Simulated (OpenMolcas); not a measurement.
## Exact exchange and the dipole moment of C2H2Cl2Si

C2H2Cl2Si: 7 atoms, total charge 0, spin state singlet. As SMILES, `C#C[SiH](Cl)Cl`. The coordinates come from a PBE0-D4/def2-TZVP relaxation.

The dipole moment y, in D, basis def2-SVP; a is the functional's share of exact exchange. Programs: OpenMolcas 26.06.

| functional | program | a | y (D) |
| --- | --- | --- | --- |
| PBE | OpenMolcas | 0 | 1.71 |
| BLYP | OpenMolcas | 0 | 1.62 |
| B3LYP | OpenMolcas | 0.2 | ? |
| PBE0 | OpenMolcas | 0.25 | 1.89 |
| BHLYP | OpenMolcas | 0.5 | 1.95 |

**Question.** Fit y = c + s·a to the known rows and predict B3LYP.

**Answer.** 
1. Means of the 4 rows: a = 0.1875, y = 1.792.
2. Σ(Δa)² = 0.17188, Σ(Δa·Δy) = 0.10312, so the slope is 0.10312/0.17188 = 0.59995.
3. Intercept: 1.792 − (0.59995) × 0.1875 = 1.680. The largest residual of the fit is 0.060.
4. B3LYP: 1.680 + (0.59995) × 0.2 = 1.80 D.

The run gave 1.78 D, so the prediction is off by +0.02 D, within the largest residual. More exact exchange makes the molecule more polar here. The rows mix families of semi-local functionals, which the line can't see.
